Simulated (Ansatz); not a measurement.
Cost and result for the atomization energy of CF2NSn, SMILES `N#[C][Sn]([F])[F]` radical (5 atoms, 4 bonds).

```xyz
5

N     1.565    1.868    0.277
C     0.758    1.064    0.102
Sn   -0.870   -0.231   -0.319
F    -1.301   -1.071    1.336
F    -0.151   -1.630   -1.395
```

Charge 0, multiplicity 2. Correlated methods include outer-core shells of Sn, which these sets cover unevenly. Sn takes the def2 core potential. All single points use the PBE0-D4/def2-TZVP geometry. Program: Ansatz. All runs use 4 threads of an Arm Neoverse V1 on a shared host. Times are those of one run each, without the atoms' runs, and a repeat can differ threefold. Electronic energies, without spin–orbit coupling; frozen cores. CCSD(T)/CBS adds CCSD(T) − MP2 in def2-TZVPP to the MP2 limit, and its time is that of the two runs behind it. T1 = 0.019; ⟨S²⟩ of the reference is 0.77. With those shells the extrapolation isn't a true limit.

CCSD(T)/CBS is a level of theory with its own doubt, some kJ/mol a heavy atom from the limit and from the frozen cores, so smaller differences don't rank the functionals.

```
                             level  functions  wall time  atomization (kJ/mol)  difference from CCSD(T)/CBS  per bond
                BLYP-D4/def2-TZVPP        174      2.1 s                1997.1                         53.3      13.3
   PBE-D4/def2-TZVPP (with forces)        174      2.5 s                2051.6                        107.8      26.9
                PBE0-D4/def2-TZVPP        174      3.2 s                1921.1                        -22.7      -5.7
               BHLYP-D4/def2-TZVPP        174      3.7 s                1775.6                       -168.2     -42.0
           CAM-B3LYP-D4/def2-TZVPP        174        4 s                1939.4                         -4.4      -1.1
                 B2PLYP/def2-TZVPP        174      5.5 s                1920.5                        -23.3      -5.8
r2SCAN-D4/def2-TZVPP (with forces)        174        6 s                1938.9                         -4.9      -1.2
                RPA@PBE/def2-TZVPP        174      6.5 s                1729.2                       -214.6     -53.7
                 B97M-V/def2-TZVPP        174      8.5 s                1952.9                          9.1       2.3
                  CCSD(T)/def2-SVP         82       13 s                1755.6                       -188.2     -47.1
                    MP2/def2-QZVPP        310       20 s                2018.4                         74.6      18.6
                CCSD(T)/def2-TZVPP        174    5.2 min                1858.2                        -85.6     -21.4
                 CCSD(T)/CBS(def2)          –    5.5 min                1943.8                          0.0       0.0
```

The D4 term adds +17.9 kJ/mol with B3LYP and +9.2 kJ/mol with PBE0; it sums over pairs of atoms, weighted by their polarisabilities, and B3LYP, whose exchange is more repulsive, gets the larger term. From PBE to PBE0 (25 % exact exchange), in def2-TZVPP and without D4, the atomization energy moves by −128.9 kJ/mol: exact exchange takes away binding that semilocal exchange gives to molecules. In def2-TZVPP, CCSD(T) changes the Hartree–Fock value by +687.9 kJ/mol (the triples alone add +66.9 kJ/mol) and MP2 by +794.4 kJ/mol; breaking electron pairs costs correlation energy, which Hartree–Fock lacks.

B3LYP here is the variant with VWN-RPA as its local correlation; programs differ in this.

Spin–orbit coupling would lower the free Sn atoms strongly, and the atomization energy with them, by more than many differences here. For some Ge, Se and Sn compounds the MP2-based and the directly extrapolated limit differ by 10 to 25 kJ/mol.
